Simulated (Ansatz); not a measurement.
Coupled-cluster diagnostics for the cluster Tl₄H₅⁻, Ansatz.

Geometry of the singlet (B3LYP-D4/def2-SVPD):

Cartesian coordinates in Å:
```
Tl 0.487 -1.707 1.754
Tl 0.600 -0.191 -2.284
Tl 0.838 1.943 1.049
Tl -2.415 -0.630 -0.124
H -0.868 0.268 1.424
H -1.555 0.595 -1.807
H -0.227 -1.594 -0.499
H 1.153 1.374 -0.968
H 1.988 -0.057 1.455
```

In the def2 sets Tl takes a core potential; there is no spin–orbit coupling. Correlated methods freeze 16 core orbitals; core or outer-core shells of Tl are correlated, in sets that lack core-valence functions. The structure comes from a short search, and lower isomers may exist.

(1) Estimate the CCSD(T) correlation energy, the shares of MP2 and (T), T1 and the reference's ⟨S²⟩ for: charge -1, singlet, own geometry in def2-SVPD; and the rough time on 4 threads of Intel Xeon on a shared host.

## Answers

(1) 
```json
{"state": "charge -1, singlet, own geometry", "basis": "def2-SVPD", "correlation (eV)": "-13.828", "MP2 share (%)": "82.0", "(T) share (%)": "4.4", "T1": "0.015", "⟨S²⟩ (pure)": "0.00 (0.00)", "wall time": "2.7 min"}
```
Customary marks for T1 are 0.02 (closed shells), 0.045 (open shells) and about 0.05 (3d metals). T1 stays under 0.02 throughout.
